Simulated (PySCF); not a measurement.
Delta-SCF ions had no search for a lower state. Excitations are Tamm–Dancoff values on a coarser integration grid. The basis has no diffuse functions, so Rydberg states are missing or too high.

Cartesian coordinates (Å):
SMILES: [SiH3][C@H]1[C@H]2CC[C@@H]1CC2
```xyz
22

Si     2.1506    -0.9428    -0.9685
C      0.5663     0.0757    -0.8190
C     -0.7633    -0.6646    -0.5571
C     -0.5897    -1.1458     0.8922
C      0.2122     0.0045     1.5529
C      0.4011     1.0059     0.4025
C     -0.9611     1.6542     0.1061
C     -1.7635     0.5031    -0.5552
H      2.4194    -1.8122     0.2187
H      3.3195    -0.0242    -1.1409
H      2.0647    -1.8242    -2.1750
H      0.5079     0.6563    -1.7588
H     -1.0198    -1.4661    -1.2654
H     -1.5611    -1.3259     1.3772
H     -0.0331    -2.0950     0.9314
H      1.1824    -0.3515     1.9329
H     -0.3150     0.4616     2.4040
H      1.2097     1.7322     0.5718
H     -0.8443     2.5065    -0.5808
H     -1.4378     2.0396     1.0206
H     -2.6843     0.2514    -0.0066
H     -2.0607     0.7616    -1.5831
```
Charge 0, multiplicity 1.

**Question.** What HOMO, vertical ionisation energy (Delta-SCF), brightest of the four lowest singlets (TDA), HOMO–LUMO gap and dipole moment does M06-2X/def2-TZVP // PBE0-D3(BJ)/def2-SVP (PySCF) give?

**Answer.** 
- HOMO: -9.38 eV
- vertical ionisation energy (Delta-SCF): 10.21 eV
- brightest of the four lowest singlets (TDA): 8.11 eV
- HOMO–LUMO gap: 10.69 eV
- dipole moment: 0.86 D
